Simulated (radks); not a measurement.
Results of a calculation; reference values are marked as such.
Neutral neon inside a hard spherical wall (all orbitals vanish at R), configuration held at [Ne] and not refilled when levels cross. Level of theory: non-relativistic Kohn-Sham, PBEsol, spin-polarised, spherical densities, point nucleus (a radial shooting solver on a logarithmic mesh with Libxc functionals). Eigenvalues in eV for spin up, with the zero of energy where the potential of the charges vanishes at infinity; a dash marks a level that is unbound or too diffuse for the functional's potential to be trusted. A positive occupied level is held by the wall or, in an anion where self-interaction has pushed it up, behind a barrier. The pressure on the wall is -dE/dV.

R (bohr),E (hartree),kinetic (hartree),e(1s),e(2s),e(2p),"e(3s, empty)","e(3p, empty)",pressure (GPa)
free,-128.52573,128.179,-827.17,-36.074,-13.284,-,-,0
20,-128.52573,128.179,-827.17,-36.074,-13.284,-,-,< 0.0001
15,-128.52573,128.179,-827.17,-36.074,-13.284,-,-,< 0.0001
5,-128.52381,128.196,-827.01,-35.952,-13.157,5.086,9.501,0.363
4,-128.51099,128.285,-826.31,-35.463,-12.633,10.794,16.809,4.46
3.5,-128.48367,128.447,-825.20,-34.726,-11.819,16.770,23.792,17.1
3,-128.40072,128.884,-822.66,-33.077,-9.956,27.690,35.661,72.6
1.5,-123.17490,145.965,-763.18,11.112,37.455,230.23,218.03,16100
